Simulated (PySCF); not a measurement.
**Electric field gradients and quadrupole coupling constants**

Species: C₆H₁₀O₂Si.
Cartesian coordinates in Å at the GFN2-xTB level; atoms count from 1:
```
atom  x, y, z in Å
O1     4.559    0.941   -1.003
C2     3.823    0.617   -0.109
C3     2.370    0.460   -0.245
C4     1.597    0.094    0.781
C5     0.123   -0.052    0.743
O6    -0.516    0.003    1.771
C7    -0.539   -0.247   -0.590
C8    -1.931   -0.840   -0.424
Si9   -2.978    0.044    0.915
H10    4.206    0.403    0.908
H11    1.968    0.668   -1.227
H12    2.037   -0.071    1.758
H13    0.092   -0.862   -1.237
H14   -0.613    0.746   -1.046
H15   -1.832   -1.894   -0.163
H16   -2.440   -0.805   -1.386
H17   -4.352    0.025    0.379
H18   -2.994   -0.673    2.182
H19   -2.590    1.451    1.015
```

Field gradients from the PBE0/pcSseg-1 density (PySCF, non-relativistic), principal values in atomic units, ordered |Vxx| ≤ |Vyy| ≤ |Vzz|:

```
atom     Vxx     Vyy      Vzz
  O1  0.4319  1.6756  -2.1074
  O6  0.4990  1.4112  -1.9102
```

Find the asymmetry η = (Vxx − Vyy)/Vzz and the couplings χ = eQV/h (234.96 MHz × Q in barn × V in au), with Q(17O) = −0.0256 b.

```
atom      environment  nucleus     η  χzz (MHz)  χxx (MHz)  χyy (MHz)
  O1  aldehyde oxygen      17O  0.59      12.68      -2.60     -10.08
  O6    ketone oxygen      17O  0.48      11.49      -3.00      -8.49
```

The tensor is traceless: Vxx + Vyy + Vzz = 0.

What is Vzz at O6 in SI units (1 au = 9.71736 × 10²¹ V/m²)?

-1.9102 au = -18.562 × 10²¹ V/m².

And the gradient at the other heavy atoms, for which no coupling is worked out here?

| atom | environment | Vzz (au) | η |
| --- | --- | --- | --- |
| C2 | aldehyde carbon | 0.521 | 0.09 |
| C3 | alkene CH carbon | 0.393 | 0.32 |
| C4 | alkene CH carbon | 0.402 | 0.37 |
| C5 | ketone carbonyl carbon | 0.557 | 0.18 |
| C7 | sp3 carbon next to a carbonyl | 0.050 | 0.48 |
| C8 | sp3 carbon bound to silicon | 0.126 | 0.73 |
| Si9 | SiH3 silicon | -0.182 | 0.73 |

Were the hydrogens deuterons (Q(2H) = 0.00286 b), χzz would run from 104 kHz (H17) to 215 kHz (H11).

The structure is a single GFN2-xTB conformer in the gas phase; no vibrational or solvent corrections. GFN2-xTB bond lengths can be off by several hundredths of an ångström, more for odd bonds, and the gradients follow them. A larger basis could move these couplings by a tenth or more.
